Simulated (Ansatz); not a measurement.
ClFH$_{4}$O$_{2}$Si$_{2}$, SMILES `O[SiH](F)O[SiH2]Cl`, relaxed with RKS PBE-D4/def2-SVP in Ansatz 0.2.0 from a rough embedded geometry. The force threshold is 0.03 eV/Å; the program also tests the step.

Charge 0, multiplicity 1.

Start:

```xyz
10

O     1.770   -1.798    0.602
Si    1.186   -0.387   -0.093
F     1.975    0.811    0.685
O    -0.409   -0.271    0.277
Si   -1.665    0.776   -0.133
Cl   -2.326    0.157   -1.968
H     1.936   -1.710    1.553
H     1.444   -0.389   -1.526
H    -2.764    0.671    0.844
H    -1.146    2.140   -0.241
```

(1) How much energy does the relaxation release, and in how many steps? (Estimate.)

(2) Which bonds change most? (Best estimate.)

(3) Give the relaxed structure. (Best estimate.)

## Answers

(1) Ansatz gave: 0.16 eV, in 30 steps.

(2) Computed: Si5–Cl6 from 2.046 to 2.081 Å; Si5–H10 from 1.464 to 1.497 Å; Si2–O4 from 1.642 to 1.668 Å; Si2–H8 from 1.456 to 1.482 Å.

(3) Ansatz gave: 
```xyz
10

O     1.944   -1.513    0.950
Si    1.165   -0.599   -0.185
F     1.912    0.838   -0.397
O    -0.379   -0.244    0.338
Si   -1.650    0.768   -0.038
Cl   -1.623    1.199   -2.073
H     1.895   -1.198    1.870
H     1.185   -1.358   -1.458
H    -2.922    0.050    0.280
H    -1.527    2.056    0.714
```
